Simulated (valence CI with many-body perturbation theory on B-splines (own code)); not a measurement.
**Sensitivity of CI+MBPT for Sn XXX**

Calculated by valence CI with perturbative core correlation (CI+MBPT): three valence electrons over a frozen Dirac-Fock core [Ar], radial functions for each j: 6 s, 6 p, 5 d, 5 f, 1 g, with the one-electron correlation potential Σ1 (screened to all orders), the two-electron term Σ2, the three-electron term Σ3, Breit, model QED; selected single and double excitations, second order for the rest, scaled by the run's own slope (own B-spline code, finite nucleus).

No measured spectrum was set against this ion. As an estimate, large intervals hold to a few tenths of a per cent, small ones and those within an open d or f shell to about a per cent. Only levels of the ground parity were solved; by the run's estimate the other parity begins above the list, which can be wrong where configurations are misplaced.

The reference run has the lowest level (3d3/2^3) J=3/2 and an ionisation energy of 1677.20 eV. Its largest variational space holds 2233 state functions.

Levels are named by their leading jj configuration (3d3/2^4 stands for four electrons in 3d with j = 3/2), which in mixed levels can hold well under half, so a name can repeat and another be missing. Letters in brackets count levels of one name in rising energy.

Changed runs:
A. Breit term on → off; QED terms on → off; orbitals per symmetry with explicit Σ2 and valence Breit (the others get mean screening factors) 5 → 1
B. cutoff of virtual states (hartree) 5000 → 1710
C. correlating orbitals by l 3 3 3 3 1 → 4 4 0 0 0
D. Davidson tolerance 2e-05 → 0.03 (bad on purpose)

Excitation energies of the reference run in cm⁻¹, and shifts in cm⁻¹:

```csv
Level,Reference,A,B,C,D
(3d3/2^2 3d5/2) J=5/2,54443,+2726,-6.7,-484,0
(3d3/2^2 3d5/2) J=7/2,88283,+5035,-8.6,-283,0
(3d3/2^2 3d5/2) J=3/2,98211,+1638,-5.5,+689,0
(3d3/2^2 3d5/2) J=9/2,103869,+6161,-7.8,+144,0
(3d3/2^2 3d5/2) J=1/2,115372,+2367,-6.6,+663,0
(3d3/2 3d5/2^2) J=7/2 [a],163217,+5847,-12,+364,0
(3d3/2 3d5/2^2) J=9/2,172088,+7690,-14,+138,0
(3d3/2 3d5/2^2) J=5/2 [a],173119,+4126,-11,+749,0
(3d3/2 3d5/2^2) J=3/2 [a],197358,+4459,-14,+861,0
(3d3/2 3d5/2^2) J=1/2,208795,+5048,-14,+1055,0
(3d3/2 3d5/2^2) J=11/2,220866,+9591,-14,+809,0
(3d3/2 3d5/2^2) J=5/2 [b],237538,+6247,-15,+1253,0
Ionisation energy (eV),1677.20,+0.90,-0.0093,-0.16,0
```

No effect on these energies: D.
